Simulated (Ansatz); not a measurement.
One change: `[CH3][Ge]([OH])([OH])[F]` becomes `C[O][Ge]([CH3])([OH])[OH]`.

Ansatz, PBE0-D4/def2-TZVP geometries, multiplicity 1. Each molecule was computed in one conformer, which needn't be the lowest.

Scalar relativity is left out up to krypton.

```json
{"property": "HOMO–LUMO gap (PBE/def2-TZVPP) / eV", "`[CH3][Ge]([OH])([OH])[F]`": "6.54"}
{"property": "HOMO energy (PBE0/def2-TZVPP) / eV", "`[CH3][Ge]([OH])([OH])[F]`": "-9.01"}
{"property": "HOMO energy (B3LYP/def2-TZVPP) / eV", "`[CH3][Ge]([OH])([OH])[F]`": "-8.74"}
{"property": "size of the dipole moment (ωB97M-V/def2-TZVPP) / D", "`[CH3][Ge]([OH])([OH])[F]`": "1.08"}
{"property": "LUMO energy (PBE0/def2-TZVPP) / eV", "`[CH3][Ge]([OH])([OH])[F]`": "0.19"}
{"property": "HOMO–LUMO gap (ωB97M-V/def2-TZVPP) / eV", "`[CH3][Ge]([OH])([OH])[F]`": "13.20"}
```

Give the same properties after the change, and the shifts. (An estimate is asked.)

The calculation gave: 
| property | `C[O][Ge]([CH3])([OH])[OH]` | shift |
| --- | --- | --- |
| HOMO–LUMO gap (PBE/def2-TZVPP) / eV | 5.80 | -0.74 |
| HOMO energy (PBE0/def2-TZVPP) / eV | -7.97 | 1.04 |
| HOMO energy (B3LYP/def2-TZVPP) / eV | -7.73 | 1.01 |
| size of the dipole moment (ωB97M-V/def2-TZVPP) / D | 1.29 | 0.21 |
| LUMO energy (PBE0/def2-TZVPP) / eV | 0.40 | 0.21 |
| HOMO–LUMO gap (ωB97M-V/def2-TZVPP) / eV | 12.34 | -0.86 |

With PBE0 the HOMO rises by 1.04 eV and the LUMO rises by 0.21 eV, so the gap narrows by about 0.83 eV. PBE moves the HOMO by 0.96 eV and ωB97M-V by 1.02 eV. Dipoles are sizes alone; their direction can turn.

B3LYP here is the variant with VWN-RPA as its local correlation; programs differ in this.
